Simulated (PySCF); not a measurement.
**Working out the ionisation energy of Cu**

Cu [Ar] 3d10 4s1 (2S) → Cu⁺ [Ar] 3d10 (1S). Calculation: PySCF 2.14, in x2c-TZVPPall; the spin-free X2C one-electron Hamiltonian (Gaussian nucleus). Frozen: [Ne]. Energies in hartree (1 hartree = 27.21139 eV):

```tsv
part	Cu (lower)	Cu⁺ (upper)
UHF	-1653.132680	-1652.890205
CCSD correlation	-0.730651	-0.701695
(T)	-0.020843	-0.016212
```

Question: What does Hartree-Fock give?

Answer: (-1652.890205) − (-1653.132680) = 0.242475 hartree = 6.598 eV.

Question: What do CCSD and CCSD(T) give?

Answer: The CCSD correlation energies differ by 0.028956 hartree = 0.788 eV and the triples by 0.004631 hartree = 0.126 eV, so CCSD gives 7.386 eV and CCSD(T) 7.512 eV.

Measured between the centres of the two terms (NIST): 7.726 eV, so CCSD(T) (valence and next inner shell) is off by -0.214 eV.

What remains against the reference includes basis incompleteness, the frozen core and higher excitations.
